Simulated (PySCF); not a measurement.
**Radial density of Sn (tin, neutral)**

TPSS, [Kr] 4d10 5s2 5p2, high-spin 3P determinant. Computed with PySCF 2.14 in x2c-TZVPall (8s6p4d2f, 60 functions), with scalar relativity by spin-free X2C-1e.

| r (bohr) | 4πr²ρ (e/bohr) | 4πr²(ρα − ρβ) |
| --- | --- | --- |
| 0.0266 | 61.46 | 0.0063 |
| 0.0448 | 56.29 | 0.0174 |
| 0.0754 | 78.81 | 0.0180 |
| 0.127 | 68.73 | -0.0085 |
| 0.213 | 62.03 | 0.0273 |
| 0.359 | 50.45 | 0.0054 |
| 0.603 | 20.50 | 0.0797 |
| 1.01 | 18.60 | -0.0253 |
| 1.71 | 4.457 | 0.4096 |
| 2.87 | 1.506 | 0.7310 |
| 4.83 | 0.2559 | 0.2092 |
| 8.12 | 0.003271 | 0.0032 |

Densities and radii are taken from the X2C orbitals without a picture-change correction, which distorts them close to the nucleus.

Q: Where is the radial spin density 4πr²(ρα − ρβ) most negative, and why is it negative at all?

A: Around r = 1.01 bohr, down to -0.0253 e/bohr: exchange with the open shell polarises the paired shells in an unrestricted calculation.
